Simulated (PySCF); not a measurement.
**Rh+ (rhodium, charge +1) across methods**

[Kr] 4d7 5p1, one real determinant (an excited configuration). Calculation: PySCF 2.14, in aug-cc-pVTZ-PP with ECP28MDF; a scalar-relativistic core potential. The B2PLYP total includes its PT2 part (frozen core); its orbital energies are those of the SCF part.

```tsv
method	E (hartree)	mean ε 4d α (eV)	mean ε 4d β (eV)	mean ε 5p α (eV)	Σ⟨r²⟩ (bohr²)	⟨S²⟩
M06-L	-109.6603	-18.951	-17.093	-8.123	42.33	6.004
B2PLYP	-109.4193	-22.575	-20.407	-9.398	42.99	6.003
PBE	-109.5948	-18.780	-16.875	-8.478	42.55	6.001
r2SCAN	-109.6260	-19.210	-17.009	-8.594	42.30	6.003
wB97M-V	-109.5132	-23.144	-21.238	-10.580	42.76	6.002
r2SCAN0	-109.5977	-21.073	-18.787	-9.115	42.40	6.003
PBE0	-109.5865	-20.741	-18.672	-9.029	42.59	6.002
LDA	-109.3441	-18.925	-16.872	-8.598	42.46	6.001
```

(1) Estimate the same row for UHF.

⟨L²⟩ = 13.96 against 20 for a pure G term, so this real determinant mixes terms. Energies and moments cover only the electrons outside the core potential.

Answers

(1) E (hartree) = -108.93768; mean ε 4d α (eV) = -25.864; mean ε 4d β (eV) = -23.208; mean ε 5p α (eV) = -10.211; Σ⟨r²⟩ (bohr²) = 43.64; ⟨S²⟩ = 6.006.
